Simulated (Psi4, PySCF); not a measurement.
Psi4 was given this input:
```
memory 2 GB

molecule {
0 1
Al    0.23254875   -0.09127216    0.17781867
C     1.60822037    0.29411525   -1.23879162
C     1.28366688    1.38923772   -2.26742086
H     1.87585448   -0.62020127   -1.79032132
H     2.53321401    0.57609625   -0.70786354
H     1.06813100    2.33432054   -1.77027088
H     0.41262384    1.11732709   -2.85999573
H     2.11890541    1.54863674   -2.95129636
C    -1.76368020   -0.03452995   -0.07842335
C    -2.25206622    0.36624641   -1.47916509
H    -2.21743853    0.64744823    0.65749449
H    -2.18599895   -1.02150165    0.16760771
H    -1.84026666   -0.30078311   -2.23581630
H    -1.93818296    1.38058695   -1.72020746
H    -3.34027682    0.32383459   -1.54743145
C     0.94484373   -0.58959003    1.99107131
C    -0.08642383   -1.31826703    2.86693314
H     1.30181723    0.29398901    2.54049732
H     1.83528786   -1.22749113    1.88612950
H    -0.38163133   -2.26093079    2.40736096
H    -0.98435636   -0.71320404    2.98806130
H     0.31181976   -1.53486371    3.85918757
}

set {
  basis 6-31g*
  scf_type pk
  puream true
  d_convergence 1e-8
  dft_radial_points 99
  dft_spherical_points 590
}

energy('pbe')
print_variables()
```

Problem. Give the equivalent PySCF input.

Solution. This is not unique; one that fits is 
```python
from pyscf import gto, scf, dft

mol = gto.Mole()
mol.atom = '''
    Al    0.232549   -0.091272    0.177819
    C     1.608220    0.294115   -1.238792
    C     1.283667    1.389238   -2.267421
    H     1.875854   -0.620201   -1.790321
    H     2.533214    0.576096   -0.707864
    H     1.068131    2.334321   -1.770271
    H     0.412624    1.117327   -2.859996
    H     2.118905    1.548637   -2.951296
    C    -1.763680   -0.034530   -0.078423
    C    -2.252066    0.366246   -1.479165
    H    -2.217439    0.647448    0.657494
    H    -2.185999   -1.021502    0.167608
    H    -1.840267   -0.300783   -2.235816
    H    -1.938183    1.380587   -1.720207
    H    -3.340277    0.323835   -1.547431
    C     0.944844   -0.589590    1.991071
    C    -0.086424   -1.318267    2.866933
    H     1.301817    0.293989    2.540497
    H     1.835288   -1.227491    1.886130
    H    -0.381631   -2.260931    2.407361
    H    -0.984356   -0.713204    2.988061
    H     0.311820   -1.534864    3.859188
'''
mol.basis = '6-31g*'
mol.charge = 0
mol.spin = 0
mol.verbose = 4
mol.build()

mf = dft.RKS(mol)
mf.xc = 'pbe'
mf.grids.atom_grid = (99, 590)
mf.grids.prune = None
mf.kernel()
```

Both were run: Psi4 gave -479.576402 Eh and PySCF -479.576403 Eh, 0.001 mEh apart.
